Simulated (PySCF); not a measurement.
Compound: C6H9F2 (doublet state).
Z-matrix (Å and degrees, GFN2-xTB geometry), rows numbered from 1:
```
C 
C   1  1.4787
C   2  1.4382  1  122.56
C   3  1.5150  2  121.59  1  -154.09
C   4  1.4943  3   61.59  2  -112.00
C   5  1.4974  3  120.59  4  -108.66
F   6  1.3629  5  110.78  3   152.16
F   6  1.3584  5  111.09  3   -91.04
H   1  1.0934  2  110.85  3  -125.51
H   1  1.0948  2  111.10  3   116.46
H   1  1.0871  2  111.22  3    -4.45
H   2  1.0772  1  117.78  3  -178.52
H   3  1.0843  2  113.89  1    -7.53
H   4  1.0784  3  118.59  5  -108.46
H   4  1.0796  3  117.20  5   108.16
H   5  1.0830  3  116.80  4   108.78
H   6  1.0994  5  114.12  3    30.95
```

The hyperfine couplings belong to this conformer and change with its torsions.

Identity: `FC([C@H]1C[C@H]1[CH]C)F` [radical].

Theory: PySCF 2.14.0, UKS B3LYP, pcH-1 on C F H, non-relativistic, mean-field spin-orbit, GIAO. One conformer (not necessarily the lowest) at the GFN2-xTB geometry, without solvent, vibrations or thermal averaging. The geometry wasn't refined by DFT: couplings that depend on bond lengths, twists or pyramidal angles can differ widely from those at the functional's own minimum. Stability of the SCF solution: not tested.

**Question.** Match the computed a_iso(13C) values +82.4, +57.6, -41.0, +39.8, -33.3, -3.8 MHz with the sites C1; C2; C3; C4; C5; C6.

**Answer.** 
| site | a_iso (MHz) | ρ(0) (bohr⁻³) | position | distance from C2 (Å) | spin population | largest \|T\| (MHz) |
| --- | --- | --- | --- | --- | --- | --- |
| C1 | -33.3 | -0.0297 | 1 bond from C2 | 1.48 | -0.08 | 2.4 |
| C2 | +82.4 | +0.0733 | largest spin population | 0.00 | +0.97 | 153.6 |
| C3 | -41.0 | -0.0365 | 1 bond from C2 | 1.44 | -0.11 | 4.7 |
| C4 | +39.8 | +0.0354 | 2 bonds from C2 | 2.58 | +0.07 | 15.2 |
| C5 | +57.6 | +0.0512 | 2 bonds from C2 | 2.62 | +0.10 | 22.2 |
| C6 | -3.8 | -0.0034 | 3 bonds from C2 | 3.09 | 0.00 | 1.2 |

**Question.** The isotropic 19F couplings are +17.1, -2.0 MHz. Assign them to F7; F8.

**Answer.** 
| site | a_iso (MHz) | ρ(0) (bohr⁻³) | position | distance from C2 (Å) | bound to | spin population there | largest \|T\| (MHz) |
| --- | --- | --- | --- | --- | --- | --- | --- |
| F7 | +17.1 | +0.0041 | 4 bonds from C2 | 4.35 | C6 | 0.00 | 15.3 |
| F8 | -2.0 | -0.0005 | 4 bonds from C2 | 3.61 | C6 | 0.00 | 3.4 |

ρ(0) is the spin density at the nucleus and T the dipolar tensor; entries for several nuclei are means. The largest Mulliken spin populations are on C2 (+0.97), C3 (-0.11), C5 (+0.10) and C1 (-0.08). C2 is the only atom above +0.15. The positive populations add up to 1.24 and the negative ones to -0.24, together 2S = 1. The angles at C2 add up to 360.0°, so it is planar; its axial dipolar tensor and the negative coupling of its proton fit spin in a p orbital normal to that plane.

Examples of negative spin density at the nucleus (bohr⁻³): C3 (-0.0365), C1 (-0.0297) and H12 (-0.0130).

Nuclei that the bonding pattern makes equivalent are averaged, as if the motion that swaps them (rotation, inversion, ring flip) were fast. The three 1H nuclei of mean +74.3 MHz run from 3.4 to 117.3 MHz in the frozen geometry.
